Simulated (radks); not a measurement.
Ionisation of neutral ytterbium, [Xe] 4f14 6s2, to [Xe] 4f14 6s1 as the strength of local exchange is varied. All-electron calculation, scalar-relativistic Kohn-Sham, Slater X-alpha exchange (alpha = 2/3 is LDA exchange), no correlation, spin-polarised, spherical densities, point nucleus. Program: a radial shooting solver on a logarithmic mesh with Libxc functionals.

| alpha | E(Yb) (hartree) | exchange (hartree) | IE (eV) | -e of the level emptied (eV) | <r> of it (bohr) |
|---|---|---|---|---|---|
| 0.667 | -14044.1663 | -277.0425 | 5.486 | 3.242 (6s) | 3.979 |
| 0.797 | -14098.5201 | -332.4883 | 6.041 | 3.837 (6s) | 3.843 |
| 0.858 | -14124.1062 | -358.6635 | 6.316 | 4.135 (6s) | 3.781 |
| 0.926 | -14152.6895 | -387.9613 | 6.633 | 4.480 (6s) | 3.715 |
| 1.003 | -14185.1335 | -421.2877 | 7.003 | 4.886 (6s) | 3.642 |
| 1.029 | -14196.1072 | -432.5769 | 7.131 | 5.026 (6s) | 3.618 |

NIST Atomic Spectra Database: 6.254 eV (measured). The Delta-SCF value meets it near alpha = 0.84.
